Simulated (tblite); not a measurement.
Q: Give a GFN2-xTB geometry of `C=C[CH][C@@H](C)C(F)F` [radical]. (Doublet state.)

A: 
```
atom  x, y, z in Å
C1     3.0297   -0.0248    0.0325
C2     1.8020    0.1269    0.6184
C3     0.6032   -0.0531   -0.0361
C4    -0.7288    0.1271    0.6059
C5    -1.5606    1.1923   -0.1192
C6    -1.4940   -1.2008    0.5805
F7    -0.8246   -2.1592    1.2650
F8    -2.6983   -1.0822    1.1936
H9     3.1187   -0.3018   -1.0032
H10    3.9385    0.1247    0.5852
H11    1.7655    0.4047    1.6647
H12    0.6043   -0.3356   -1.0790
H13   -0.6057    0.4085    1.6567
H14   -1.0525    2.1510   -0.0651
H15   -1.6903    0.9257   -1.1658
H16   -2.5400    1.2862    0.3433
H17   -1.6741   -1.5776   -0.4381
```

Orientation and origin are arbitrary. Atoms count from 1 in this order. C1 (carbon bonded to C and 2 H) is planar (angles 121.5°, 121.0° and 117.5°, sum 360.0°, 0.00 Å off the plane of its three neighbours). C2 (carbon bonded to 2 C and H) is planar (angles 124.2°, 118.2° and 117.6°, sum 360.0°, 0.00 Å off the plane of its three neighbours). C3 (carbon bonded to 2 C and H) is planar (angles 123.9°, 119.5° and 116.7°, sum 360.0°, 0.00 Å off the plane of its three neighbours). The 5 C–C bonds span 1.369 Å (C1=C2, drawn double in one of several resonance forms) to 1.534 Å (C4–C5, drawn single), a spread of 0.165 Å.

Bonds between heavy atoms (Å): C1=C2 1.369, C2–C3 1.378, C3–C4 1.490, C4–C5 1.534, C4–C6 1.533, C6–F7 1.355, C6–F8 1.357.

Computed geometry: GFN2-xTB, gas phase. This method treats the open shell by occupation alone, without spin polarisation.

Point group: C1 (no symmetry element, even within 0.4 Å). Its GFN2-xTB frequencies are all real (lowest 37 cm⁻¹). Torsions: C1–C2–C3–C4 -179°, C2–C3–C4–C5 121°, C3–C4–C6–F7 61°. 3 starts were optimised and ended at 0.00, 0.41 and 0.61 kcal/mol (GFN2-xTB); the lowest of these is shown.

One conformer stands for the species.
